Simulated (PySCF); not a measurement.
Isomers of C2H6F2OSi and their computed core-level spectra.

Computed with PySCF 2.14.0, delta-SCF UKS SCAN, pcX-2 on the ionised atom, pcseg-1 elsewhere, spin-free X2C. Geometries: GFN2-xTB; isolated species, one conformer each.

Line lists (1s up to Mg, 2p3/2 beyond; areas count atoms within a level, one atom standing for each set equivalent by bonding):
1. C 1s: 292.64 (area 1), 293.42 (area 1) eV; O 1s: 538.82 eV; F 1s: 692.34 (area 1), 692.64 (area 1) eV; Si 2p3/2: 107.47 eV
2. C 1s: 292.70 (area 1), 294.80 (area 1) eV; O 1s: 538.48 eV; F 1s: 692.97 eV; Si 2p3/2: 107.57 eV
3. C 1s: 292.61 (area 1), 292.73 (area 1) eV; O 1s: 538.96 eV; F 1s: 692.49 (area 1), 692.59 (area 1) eV; Si 2p3/2: 108.26 eV
4. C 1s: 292.56 (area 1), 296.03 (area 1) eV; O 1s: 539.53 eV; F 1s: 692.69 eV; Si 2p3/2: 107.23 eV
5. C 1s: 291.01 (area 1), 292.95 (area 1) eV; O 1s: 538.83 eV; F 1s: 692.83 eV; Si 2p3/2: 109.25 eV

Structures:
A. `O[SiH2][C@H](F)CF`
B. `OC[C@@H](F)[SiH2]F`
C. `CCO[SiH](F)F`
D. `COC(F)(F)[SiH3]`
E. `CO[SiH2]C(F)F`

Q: Which list belongs to which compound?

A: 
- 1 = A: another candidate has the same counts of sites, so positions decide. C 1s: 292.64 sp3 C–F carbon, 293.42 sp3 C–F carbon; O 1s: 538.82 silanol oxygen; F 1s: 692.34 alkyl fluorine, 692.64 alkyl fluorine; Si 2p3/2: 107.47 oxygen-bound silicon.
- 2 = E: another candidate has the same counts of sites, so positions decide. C 1s: 292.70 methoxy carbon, 294.80 CHF2 carbon; O 1s: 538.48 silyl ether oxygen; F 1s: 692.97 fluorine of a CF2 group (×2); Si 2p3/2: 107.57 oxygen-bound silicon.
- 3 = B: another candidate has the same counts of sites, so positions decide. C 1s: 292.61 carbinol carbon (C–OH), 292.73 sp3 C–F carbon; O 1s: 538.96 alcohol oxygen; F 1s: 692.49 alkyl fluorine, 692.59 silicon-bound fluorine; Si 2p3/2: 108.26 fluorine-bound silicon.
- 4 = D: another candidate has the same counts of sites, so positions decide. C 1s: 292.56 methoxy carbon, 296.03 CF2 carbon; O 1s: 539.53 ether oxygen; F 1s: 692.69 fluorine of a CF2 group (×2); Si 2p3/2: 107.23 SiH3 silicon.
- 5 = C: another candidate has the same counts of sites, so positions decide. C 1s: 291.01 methyl carbon, 292.95 sp3 carbon bound to oxygen; O 1s: 538.83 silyl ether oxygen; F 1s: 692.83 silicon-bound fluorine (×2); Si 2p3/2: 109.25 fluorine-bound silicon.

The 2p values add to the ΔSCF energy of one spin-free hole a correction within the shell (spin–orbit coupling, ligand field).
